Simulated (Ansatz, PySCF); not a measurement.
This singlet lies 1.80 eV below the relaxed triplet at the level frozen-core CCSD(T)/aug-cc-pVTZ // B3LYP-D3(BJ)/def2-SVPD (Ansatz, an electronic-structure program).

B3LYP has the VWN-RPA correlation part, as in Gaussian. 

Z-matrix (Å, degrees):
```
B
F 1 1.3421
Cl 1 2.1238 2 101.19
```
Charge -1, spin multiplicity 1.

### Question
What is the computed total energy and HOMO (B3LYP-D3(BJ)/def2-TZVPD // B3LYP-D3(BJ)/def2-SVPD (PySCF))?

### Answer

| Item | Result |
|---|---|
| total energy | -15920.01 eV |
| HOMO | -0.21 eV |
